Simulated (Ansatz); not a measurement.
Ideal-gas functions of `Cl[SiH2]CBr` at 400 K and 1 bar, from an Ansatz frequency run at PBE0-D4/def2-TZVP.

Molar mass 159.49 g/mol, point group C1 (symmetry number 1), electronic degeneracy 1, moments of inertia 93.653, 439.049, 504.849 u Å². Harmonic wavenumbers (cm⁻¹, unscaled): 63, 135, 226, 500, 538, 622, 672, 733, 772, 875, 942, 1078, 1155, 1413, 2234, 2267, 3095, 3164.

Use S(trans) = R[1.5 ln M + 2.5 ln T − 1.1517]; rotational temperatures θ = 24.2544 K / I; S(rot) = R[ln(√π/σ · √(T³/θAθBθC)) + 1.5]; for each mode x = 1.438777 ν̃/T, S = R[x/(eˣ − 1) − ln(1 − e⁻ˣ)] and H = RT x/(eˣ − 1); 1 cm⁻¹ = 0.0119627 kJ/mol; R = 8.31446 J/(mol·K).

Task: By hand: the entropy, in J/(mol·K).

Result: Translation 178.2. Rotation: θ = 0.259, 0.0552, 0.048 K, giving 122.2. Vibration, mode by mode: 20.68, 14.40, 10.26, 4.47, 4.01, 3.16, 2.74, 2.31, 2.07, 1.54, 1.27, 0.86, 0.68, 0.32, 0.02, 0.02, 0.00, 0.00, in all 68.8. Electronic 0.0. Sum 369.2 J/(mol·K).

Task: By hand: H − E and G − E in kJ/mol, counted from the electronic energy.

Result: Zero-point energy ½ × 20484 × 0.0119627 = 122.5; thermal vibration 14.4; translation, rotation and pV give 4 RT = 13.3. H − E = 150.2 kJ/mol, and G − E = 150.2 − 400 × 369.2/1000 = 2.5 kJ/mol.

Vibration gives 19 % of the entropy, 35.1 J/(mol·K) of it from the modes under 150 cm⁻¹: soft modes count most, and the harmonic formula is weakest for them. The sum counts one conformer and one mirror image; others add a mixing term.
